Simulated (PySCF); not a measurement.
Si(H)(Me)(OH)2 (CH₆O₂Si), SMILES C[SiH](O)O. Heavy atoms are numbered as in [SiH:1]([CH3:2])([OH:3])[OH:4]. Hydrogens are named by the atom that carries them.

Coordinates come from a PBE0-D3(BJ)/def2-SVP optimisation. Other conformers were not sampled.

The numbers are results of PySCF with HF/pcSseg-1, not measurements.

GIAO shieldings, no solvent; atoms alike by connectivity are averaged. δ = σ(ref) − σ: ²⁹Si against TMS (σ = 393.8 ppm); ¹³C against TMS (σ = 192.6 ppm); ¹⁷O against H2O (σ = 333.0 ppm); ¹H against TMS (σ = 31.99 ppm), references at their B3LYP-D3(BJ)/def2-TZVP geometries, non-relativistic.

Task: Estimate the chemical shifts. (Estimate from the structure and the level; the computed values follow.)

Result: 
| nucleus | atoms | count | δ (ppm) |
|---|---|---|---|
| ²⁹Si | Si1 (SiH) | 1 | -17.6 |
| ¹³C | C2 (CH3) | 1 | -0.1 |
| ¹⁷O | O3 (OH) | 2 | 46.6 |
| ¹H | H on Si1 | 1 | 4.62 |
| ¹H | H on O3 | 2 | 2.16 |
| ¹H | H on C2 | 3 | 0.57 |
